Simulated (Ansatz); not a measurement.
Basis-set series for `CCC(=O)/C=C\O`. The species carries charge 0 and has multiplicity 1. Geometry: relaxed with PBE0-D4/def2-TZVP. It is one conformer, not always the lowest.

```tsv
functional	basis	functions	energy (Eh)	HOMO (eV)	LUMO (eV)
PBE0-D4	def2-TZVPP	329	-345.54510	-7.19	-1.33
PBE0-D4	def2-QZVPP	639	-345.56373	-7.22	-1.38
ωB97M-V	def2-TZVPP	329	-345.79541	-9.35	0.84
ωB97M-V	def2-QZVPP	639	-345.81323	-9.38	0.78
```

Task: Give the rows for def2-SVP. (Best estimate.)

Result: The calculation gave: 
```csv
functional,basis,functions,energy (Eh),HOMO (eV),LUMO (eV)
PBE0-D4,def2-SVP,138,-345.15745,-7.09,-1.20
ωB97M-V,def2-SVP,138,-345.39262,-9.23,1.04
```

Positive LUMOs are unbound and depend on the basis.

All numbers were calculated with Ansatz.
